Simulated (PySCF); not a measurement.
From computed data to an observable: oscillator strength and radiative lifetime

Al(H)(F)(OMe) (CH4AlFO), SMILES C[O][AlH][F].

Coordinates come from a B3LYP-D3(BJ)/def2-SVP optimisation. One conformer was computed; it need not be the lowest.

TDDFT-B3LYP/def2-SVPD (PySCF 2.14.0) puts the first singlet state with f over 0.02 at 6.88 eV (vertical), with the transition dipole (-0.116, 0.728, 0.000) in atomic units.

**Question.** Find the oscillator strength, the wavelength and the radiative lifetime that this transition would have in vacuum if emission retraced absorption.

**Answer.** 
|μ|² = 0.5434 au, so |μ| = 1.87 D. ΔE = 6.88/27.211 = 0.2528 hartree. f = (2/3) ΔE |μ|² = 0.092 (the program prints 0.091).
λ = 1239.84/6.88 = 180 nm; ν = 55491 cm⁻¹.
Einstein's coefficient A = 0.6670 ν² f s⁻¹ (ν in cm⁻¹) = 1.9e8 s⁻¹, so τ = 1/A = 5.3 ns. This state is S4; the lower singlets have f = 0.000, 0.012, 0.012. The figure is the radiative limit of this one transition; relaxation, internal conversion, crossing to triplets and a medium change what is measured.
